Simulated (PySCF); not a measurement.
## Ti³⁺ (titanium, charge +3) across methods

[Ar] 3d1, 2D determinant. Computed with PySCF 2.14 in x2c-QZVPPall (11s7p5d3f2g, 96 functions), with the spin-free X2C one-electron Hamiltonian (Gaussian nucleus). The B2PLYP total includes its PT2 part (frozen core); its orbital energies are those of the SCF part.

```json
{"method": "PBE", "E (hartree)": "-851.712", "mean ε 3p α (eV)": "-71.420", "mean ε 3p β (eV)": "-70.421", "mean ε 3d α (eV)": "-35.602", "Σ⟨r²⟩ (bohr²)": "12.96", "⟨S²⟩": "0.750"}
{"method": "PBE0", "E (hartree)": "-851.759", "mean ε 3p α (eV)": "-74.456", "mean ε 3p β (eV)": "-73.136", "mean ε 3d α (eV)": "-37.780", "Σ⟨r²⟩ (bohr²)": "12.92", "⟨S²⟩": "0.751"}
{"method": "CAM-B3LYP", "E (hartree)": "-851.989", "mean ε 3p α (eV)": "-75.878", "mean ε 3p β (eV)": "-74.600", "mean ε 3d α (eV)": "-39.421", "Σ⟨r²⟩ (bohr²)": "12.97", "⟨S²⟩": "0.751"}
{"method": "LDA", "E (hartree)": "-849.826", "mean ε 3p α (eV)": "-71.460", "mean ε 3p β (eV)": "-70.475", "mean ε 3d α (eV)": "-35.485", "Σ⟨r²⟩ (bohr²)": "12.97", "⟨S²⟩": "0.750"}
{"method": "r2SCAN0", "E (hartree)": "-851.910", "mean ε 3p α (eV)": "-75.114", "mean ε 3p β (eV)": "-73.655", "mean ε 3d α (eV)": "-38.057", "Σ⟨r²⟩ (bohr²)": "12.90", "⟨S²⟩": "0.751"}
{"method": "B2PLYP", "E (hartree)": "-851.734", "mean ε 3p α (eV)": "-77.398", "mean ε 3p β (eV)": "-75.675", "mean ε 3d α (eV)": "-40.012", "Σ⟨r²⟩ (bohr²)": "12.94", "⟨S²⟩": "0.751"}
{"method": "r2SCAN", "E (hartree)": "-851.914", "mean ε 3p α (eV)": "-72.406", "mean ε 3p β (eV)": "-71.208", "mean ε 3d α (eV)": "-35.935", "Σ⟨r²⟩ (bohr²)": "12.91", "⟨S²⟩": "0.751"}
{"method": "LC-wPBE", "E (hartree)": "-851.793", "mean ε 3p α (eV)": "-77.033", "mean ε 3p β (eV)": "-75.918", "mean ε 3d α (eV)": "-40.723", "Σ⟨r²⟩ (bohr²)": "12.94", "⟨S²⟩": "0.751"}
```

Question: Estimate the same row for UHF.

Answer: E (hartree) = -851.10337; mean ε 3p α (eV) = -82.326; mean ε 3p β (eV) = -79.879; mean ε 3d α (eV) = -43.492; Σ⟨r²⟩ (bohr²) = 12.92; ⟨S²⟩ = 0.752.
